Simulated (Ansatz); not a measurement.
Abridged output of a molecular run in Ansatz:

```
Functional definition: HF
1131 factors; integrals over basis functions are off by at most 1.7e-3 eV
mean field evaluation 1: about -83588.2041 eV, gradient 2.7e1 eV
mean field evaluation 2: about -83588.2588 eV, gradient 2.7e1 eV
mean field evaluation 4: about -83590.4336 eV, gradient 3.3e0 eV
mean field evaluation 8: about -83590.4622 eV, gradient 1.5e-4 eV
mean field -83590.46221043 eV, -3071.8928265830 hartree, gradient 8.1e-6 eV, S^2 0.000000; 0 other end points of the search recorded, 0 dependent functions left out
21 core orbitals not correlated: weight in the atoms' cores, before any rotation towards them, 1.000 or more for the frozen orbitals, at most 0.000 for the correlated occupied ones
reference -83590.46221043 eV, -3071.8928265830 hartree; 20, 20 occupied and 75, 75 virtual orbitals, 1131 factors
second order -20.43910079 eV of doubles, -0.00000000 eV of singles
cycle   1  -20.98986032 eV  change   -5.5e-1 eV  update   9.8e-2
cycle   2  -21.55106047 eV  change   -5.6e-1 eV  update   3.0e-2
cycle   3  -21.63452206 eV  change   -8.3e-2 eV  update   1.3e-2
cycle   4  -21.63306773 eV  change    1.5e-3 eV  update   3.6e-3
cycle   5  -21.63391163 eV  change   -8.4e-4 eV  update   1.2e-3
cycle   6  -21.63386739 eV  change    4.4e-5 eV  update   3.6e-4
cycle   7  -21.63394420 eV  change   -7.7e-5 eV  update   1.2e-4
cycle   8  -21.63400102 eV  change   -5.7e-5 eV  update   3.7e-5
cycle   9  -21.63399670 eV  change    4.3e-6 eV  update   1.3e-5
perturbative correction -0.64571077 eV, -0.0237294333 hartree
Total energy: -83612.74191791 eV, -3072.7115907310 hartree
```

Its atoms:

```xyz
9

C     0.042   -0.467    1.537
C     0.684   -0.003    0.474
Ge   -0.155    0.196   -1.245
Cl   -0.027    2.255   -1.845
Cl   -2.232   -0.314   -1.062
H     0.538   -0.568    2.498
H    -1.002   -0.760    1.494
H     1.728    0.293    0.545
H     0.424   -0.632   -2.396
```

Which basis set was used?
A. def2-SVPD
B. def2-TZVPP
C. def2-SVP
D. cc-pV(T+d)Z

C. It gives 116 functions.

Write the keys of the input that set method, charge and spin (a neutral closed shell needs none for the last two).


```yaml
correlation: {method: ccsd_t}
```
